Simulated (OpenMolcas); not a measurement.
Os5+ (d3) among equal point charges was computed by CASSCF with the d shell active (OpenMolcas, ANO-RCC-VDZP on the metal). Its lowest spin-free states, and all those of the highest spin:

```json
{"2S+1": "4", "Degeneracy": "1", "E (cm-1)": "0.0"}
{"2S+1": "4", "Degeneracy": "2", "E (cm-1)": "6118"}
{"2S+1": "4", "Degeneracy": "1", "E (cm-1)": "6556"}
{"2S+1": "4", "Degeneracy": "1", "E (cm-1)": "10491"}
{"2S+1": "4", "Degeneracy": "2", "E (cm-1)": "10849"}
{"2S+1": "2", "Degeneracy": "1", "E (cm-1)": "16707"}
{"2S+1": "2", "Degeneracy": "1", "E (cm-1)": "16789"}
{"2S+1": "2", "Degeneracy": "2", "E (cm-1)": "17467"}
{"2S+1": "2", "Degeneracy": "1", "E (cm-1)": "17498"}
{"2S+1": "2", "Degeneracy": "1", "E (cm-1)": "20904"}
{"2S+1": "4", "Degeneracy": "1", "E (cm-1)": "21284"}
{"2S+1": "2", "Degeneracy": "2", "E (cm-1)": "21611"}
{"2S+1": "4", "Degeneracy": "2", "E (cm-1)": "21904"}
```

Question: Is the site octahedral, tetrahedral or cube-like, axial, or of lower symmetry?

Answer: The states with 2S+1 = 4 have orbital degeneracies 1, 2, 1, 1, 2, 1, 2. There are pairs but no triples, so the site is axial: not cubic, but with a proper or improper axis of order three or more. The run had Os5+ among 6 point charges of -0.85 e arranged as a tetragonal octahedron (D4h), 1.81 Å from the ion, with the axial distance 1.864 Å.

Spin-orbit coupling mixes the spin-free states strongly: the lowest level takes only 40 % from its leading state, 4B1. Without dynamic correlation the repulsion within the d shell is too large (B by tens of per cent), so at a given field states of lower spin stand too high. This is an electrostatic model: the charges have no orbitals. No measured value stands beside these numbers.
